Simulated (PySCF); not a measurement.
Species: CH₆BOP.
SMILES with atom numbers: `[CH3:1][O:2][BH:3][PH2:4]` (hydrogens: H5, H6, H7 on C1; H8 on B3; H9, H10 on P4)

Jobs on this species (10 atoms, 40 electrons) with PySCF (density fitting). Hardware of each: one thread, Arm Neoverse V1 (aarch64), shared host. Times come from a shared host and carry two figures at best. Peak memory is the resident size of the whole Python process, interpreter and libraries included.

```
                                                                 level and settings                                                          work  basis functions  SCF cycles  wall time  peak memory
      delta-SCF UKS HF, pcX-2 on the ionised atom, pcseg-1 elsewhere, spin-free X2C                                 ΔSCF core ionisation, 5 holes              132           ?          ?            ?
    delta-SCF UKS SCAN, pcX-1 on the ionised atom, pcseg-1 elsewhere, spin-free X2C                                 ΔSCF core ionisation, 5 holes              112           ?          ?            ?
    delta-SCF UKS SCAN, pcX-2 on the ionised atom, pcseg-1 elsewhere, spin-free X2C                                 ΔSCF core ionisation, 5 holes              132          78       18 s     0.45 GiB
 delta-SCF UKS SCAN, pcX-2 on the ionised atom, pcseg-1 elsewhere, non-relativistic                                 ΔSCF core ionisation, 5 holes              132          78       19 s     0.46 GiB
   delta-SCF UKS B3LYP, pcX-2 on the ionised atom, pcseg-1 elsewhere, spin-free X2C                                 ΔSCF core ionisation, 5 holes              132          68       18 s     0.47 GiB
    delta-SCF UKS PBE0, pcX-2 on the ionised atom, pcseg-1 elsewhere, spin-free X2C                                 ΔSCF core ionisation, 5 holes              132          68       19 s     0.52 GiB
     delta-SCF UKS PBE, pcX-2 on the ionised atom, pcseg-1 elsewhere, spin-free X2C                                 ΔSCF core ionisation, 5 holes              132          77       12 s     0.46 GiB
delta-SCF UKS SCAN, def2-TZVP on the ionised atom, pcseg-1 elsewhere, spin-free X2C                                 ΔSCF core ionisation, 5 holes              109          76       18 s     0.46 GiB
                                                 PBE0-D3(BJ)/def2-SVP, grid level 1  geometry optimisation from a GFN2-xTB start shaken at random               90          62       23 s     0.38 GiB
```

Task: Fill in the missing figures.

Result: 
- delta-SCF UKS HF, pcX-2 on the ionised atom, pcseg-1 elsewhere, spin-free X2C; ΔSCF core ionisation, 5 holes: 10 s, 0.46 GiB, 68 SCF cycles
- delta-SCF UKS SCAN, pcX-1 on the ionised atom, pcseg-1 elsewhere, spin-free X2C; ΔSCF core ionisation, 5 holes: 15 s, 0.46 GiB, 78 SCF cycles

Task: What do all jobs in the table cost together?

Result: About 2.5 min; the longest takes about 15 % of that, and about 2.3 times as long as the shortest.
